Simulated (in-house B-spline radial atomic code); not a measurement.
F⁷⁺. Computed with a B-spline radial atomic code. Model: all-electron spherical atom, spin shells full or empty, radial basis limit, no spin-orbit coupling, Breit or QED, empty-state partial waves extrapolated as (l+1/2)^-4, RPA, G0W0 and static COHSEX of the highest shell as one setting changes (uncorrelated shells keep exact exchange).

Given: element F; charge 7; filled core none; hamiltonian non-relativistic; mean-field start PBE0; highest l of empty states 9; highest mean-field shell 1s.

Shell: 1s 1 1 (electrons up and down).

```csv
natural log step of frequency grid,RPA correlation energy (hartree),G0W0 level (eV),G0W0 minus most complete (meV),RPA minus most complete (millihartree),linearised minus solved G0W0 (meV)
0.25,-0.089924,-953.05,0,0,-4.7
0.4,?,?,?,?,?
0.6,-0.089924,-953.06,-5.3,0,-4.7
0.9,-0.089928,-953.05,-1.1,0,-4.7
1.3,?,?,?,?,?
1.8,-0.089044,-953.02,27.9,0.9,-4.6
2.5,-0.085225,-952.91,142.7,4.7,-4.7
3.5,-0.099299,-952.97,84.1,-9.4,-3
```

Problem. What follows for natural log step of frequency grid = 0.4?

Solution. RPA correlation energy -0.089924 hartree; G0W0 level -953.05 eV; G0W0 minus most complete -2.9 meV; RPA minus most complete 0 millihartree; linearised minus solved G0W0 -4.7 meV.

Problem. What follows for natural log step of frequency grid = 1.3?

Solution. RPA correlation energy -0.089973 hartree; G0W0 level -953.04 eV; G0W0 minus most complete 9.3 meV; RPA minus most complete 0 millihartree; linearised minus solved G0W0 -4.7 meV.
